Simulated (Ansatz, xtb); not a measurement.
**CH2FOSe: which of two isomers lies lower**

We compare X, `FCO[Se]`, a doublet, with Y, `O[C@H](F)[Se]`, a doublet. Both are isolated molecules in the gas phase, relaxed with PBE-D3(BJ)/def2-SVP; the shapes shown needn't be the lowest conformers.

X (Å):

```yaml
atoms:
  - { symbol: C, position_ang: [0.5940, -1.1356, 0.3961] }
  - { symbol: F, position_ang: [0.0982, -2.2684, -0.1912] }
  - { symbol: O, position_ang: [1.9586, -1.2875, 0.7001] }
  - { symbol: Se, position_ang: [3.1140, -1.1943, -0.7087] }
  - { symbol: H, position_ang: [0.4242, -0.2758, -0.2917] }
  - { symbol: H, position_ang: [0.0944, -0.9856, 1.3796] }
```

Y (Å):

```xyz
6

C    -0.5515   -2.2472    0.0763
F    -0.9508   -1.1370    0.7947
O    -1.0867   -3.4075    0.5653
Se   -1.1555   -1.9608   -1.7985
H    -2.0526   -3.3755    0.3912
H     0.5527   -2.3271    0.1374
```

Quicker runs give these differences E(Y) − E(X): GFN2-xTB −0.095 eV; HF/STO-3G −0.202 eV (at GFN2-xTB geometries); r2SCAN-D4/def2-SVP −0.514 eV (at GFN2-xTB geometries).

**Question.** Estimate E(Y) − E(X) at the level CCSD(T)/def2-SVP + ΔMP2/def2-TZVPP.

**Answer.** Calculated at CCSD(T)/def2-SVP + ΔMP2/def2-TZVPP: E(Y) − E(X) = −0.425 eV, so structure Y lies lower.

Level by level:

```csv
level,geometry,E(Y) − E(X) (eV),departure from the last row (eV),"job, with rough time for the two"
GFN2-xTB,GFN2-xTB,−0.095,+0.330,"optimisation, 0.11 s"
HF/STO-3G,GFN2-xTB,−0.202,+0.223,"single point, 1.1 s"
r2SCAN-D4/def2-SVP,GFN2-xTB,−0.514,−0.088,"single point, 7.9 s"
PBE-D3(BJ)/def2-SVP,PBE-D3(BJ)/def2-SVP,−0.446,−0.021,"optimisation, 52 s"
HF/def2-SVP,PBE-D3(BJ)/def2-SVP,−0.540,−0.115,part of the CCSD(T) run
MP2/def2-SVP,PBE-D3(BJ)/def2-SVP,−0.522,−0.097,part of the CCSD(T) run
CCSD(T)/def2-SVP,PBE-D3(BJ)/def2-SVP,−0.455,−0.030,single point
CCSD(T)/def2-SVP + ΔMP2/def2-TZVPP,PBE-D3(BJ)/def2-SVP,−0.425,,"single point, 75 s"
```

As drawn, Y has 1 C–Se, 1 O–H in place of 1 O–Se, 1 C–H.

The levels shown agree on the order. The largest departure from CCSD(T)/def2-SVP + ΔMP2/def2-TZVPP is that of GFN2-xTB, 0.330 eV. The last row adds to CCSD(T) the change of the MP2 difference between the two basis sets, here +0.030 eV.

With harmonic frequencies from PBE-D3(BJ)/def2-SVP (ideal gas, rigid rotor, one conformer each, 298.15 K, 1 atm): on the last row, ΔE + ΔZPE = −0.428, ΔH = −0.427, ΔG = −0.419 eV.

Open shells are spin-unrestricted. The correlated steps freeze 12 core orbitals; the filled d shell of Se is correlated, in a basis made for valence electrons. Run with Ansatz 0.2.0, xtb 6.7.1; the last row on 2 threads of Arm Neoverse V1 on a shared host.
